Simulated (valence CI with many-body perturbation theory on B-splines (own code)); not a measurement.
**Ir⁵⁴⁺: magnetic and hyperfine properties of the levels**

Computed by relativistic CI+MBPT: five valence electrons over a frozen Dirac-Fock core [Ar], a basis of 7 s, 7 p, 8 d, 6 f, 4 g, 1 h functions for each j, with the one-electron correlation potential Σ1, the two-electron term Σ2, the three-electron term Σ3, Breit, model QED; selected CI, second order for the rest (own B-spline code, finite nucleus).

No measured spectrum was set against this ion. As an estimate, large intervals hold to a few tenths of a per cent, small ones and those within an open d or f shell to about a per cent. Among the levels kept, up to 250 cm⁻¹ of a level comes from second order outside the variational space, and about a tenth of that is noise between levels of different J, which matters for small intervals. The list stops below the first excitations out of the core. Only levels of the ground parity were solved; by the run's estimate the other parity begins above the list, which can be wrong where configurations are misplaced.

A/g_I is the dipole constant over the nuclear g factor μ/I (μ in nuclear magnetons, uniformly magnetised nucleus), B/Q the quadrupole constant per barn. Both hold the static response of the core; the bare values leave it out. Large factors of s and p1/2 electrons are usually good to 5 to 10 %; those of open d and f shells near neutrality can be off by tens of per cent, and small factors of p3/2, d and f electrons come from cancelling terms and can be off by a factor of two or in sign, in half-filled shells by more. B is blank for J = 1/2, where it vanishes, and for nearly pure S terms. Energies count from the lowest level.

Levels are named by their leading jj configuration (3d3/2^4 stands for four electrons in 3d with j = 3/2), which in mixed levels can hold well under half, so a name can repeat and another be missing. Letters in brackets count levels of one name in rising energy.

| Level | E (cm⁻¹) | g | A/g_I (MHz) | A/g_I bare | B/Q (MHz/b) | B/Q bare |
| --- | --- | --- | --- | --- | --- | --- |
| (3d3/2^4 3d5/2) J=5/2 | 0 | 1.264 | 42300 | 43300 | 81400 | 82000 |
| (3d3/2^3 3d5/2^2) J=5/2 [a] | 585610 | 1.327 | 25300 | 26600 | 29500 | 29700 |
| (3d3/2^3 3d5/2^2) J=7/2 [a] | 682860 | 1.158 | 50100 | 50800 | 87600 | 88400 |
| (3d3/2^3 3d5/2^2) J=11/2 | 692360 | 1.095 | 64900 | 65400 | -3480 | -3710 |
| (3d3/2^3 3d5/2^2) J=3/2 [a] | 699960 | 1.140 | 64400 | 65100 | 72300 | 72900 |
| (3d3/2^3 3d5/2^2) J=9/2 | 741580 | 1.128 | 57700 | 58400 | 89600 | 90400 |
| (3d3/2^3 3d5/2^2) J=5/2 [b] | 774960 | 1.126 | 59600 | 60200 | -6150 | -6160 |
| (3d3/2^3 3d5/2^2) J=1/2 | 809500 | 1.771 | -33800 | -31000 |  |  |
| (3d3/2^3 3d5/2^2) J=7/2 [b] | 811900 | 1.067 | 70500 | 70900 | -96600 | -97500 |
| (3d3/2^3 3d5/2^2) J=3/2 [b] | 962550 | 0.799 | 112000 | 111000 | -95000 | -95900 |
| (3d3/2^2 3d5/2^3) J=5/2 [a] | 1258900 | 1.313 | 19200 | 20400 | 4540 | 4590 |
| (3d3/2^2 3d5/2^3) J=7/2 [a] | 1333600 | 1.207 | 42500 | 43400 | -3510 | -3550 |
| (3d3/2^2 3d5/2^3) J=11/2 | 1335400 | 1.087 | 63200 | 63700 | 1310 | 1330 |
| (3d3/2^2 3d5/2^3) J=9/2 [a] | 1353100 | 1.139 | 54500 | 55200 | -7910 | -7990 |
| (3d3/2^2 3d5/2^3) J=13/2 | 1377100 | 1.064 | 68100 | 68500 | -79.0 | -70.5 |
| (3d3/2^2 3d5/2^3) J=1/2 [a] | 1397400 | 0.435 | 182000 | 180000 |  |  |
| (3d3/2^2 3d5/2^3) J=3/2 [a] | 1407200 | 1.159 | 52900 | 53700 | 2180 | 2180 |
| (3d3/2^2 3d5/2^3) J=5/2 [b] | 1415500 | 1.020 | 75200 | 75400 | -7720 | -7770 |
| (3d3/2^2 3d5/2^3) J=9/2 [b] | 1459700 | 1.095 | 62500 | 63000 | 1960 | 1980 |
| (3d3/2^2 3d5/2^3) J=7/2 [b] | 1480300 | 0.978 | 83500 | 83700 | -1920 | -1950 |
| (3d3/2^2 3d5/2^3) J=5/2 [c] | 1500400 | 1.046 | 70600 | 71000 | 7690 | 7730 |
| (3d3/2^2 3d5/2^3) J=3/2 [b] | 1502000 | 0.854 | 104000 | 103000 | 6600 | 6700 |
| (3d3/2^2 3d5/2^3) J=7/2 [c] | 1555200 | 1.026 | 75500 | 75800 | 2140 | 2160 |
| (3d3/2^2 3d5/2^3) J=1/2 [b] | 1556400 | 1.749 | -45500 | -42800 |  |  |
| (3d3/2^2 3d5/2^3) J=9/2 [c] | 1630500 | 1.102 | 61300 | 61800 | 25400 | 25600 |
| (3d3/2^2 3d5/2^3) J=3/2 [c] | 1762000 | 1.176 | 49400 | 50100 | -21000 | -21300 |
| (3d3/2^2 3d5/2^3) J=5/2 [d] | 1795900 | 1.174 | 49200 | 50000 | 18900 | 19100 |
| (3d3/2 3d5/2^4) J=5/2 | 2018100 | 1.238 | 29600 | 30500 | -36200 | -36400 |
| (3d3/2 3d5/2^4) J=7/2 | 2095300 | 1.176 | 48500 | 49300 | -100000 | -101000 |
| (3d3/2 3d5/2^4) J=11/2 | 2106400 | 1.067 | 66000 | 66400 | 2240 | 2470 |

(1) Take the isotope of mass number 191, with I = 3/2, μ = 0.1502 μN and Q = 0.816 b. What is the hyperfine structure of (3d3/2^3 3d5/2^2) J=11/2?

Answers

(1) From the table A = 6490 MHz, B = -2840 MHz. Shifts from the centre of gravity in MHz: F = 4: -64500, F = 5: -30200, F = 6: 9210, F = 7: 52800.
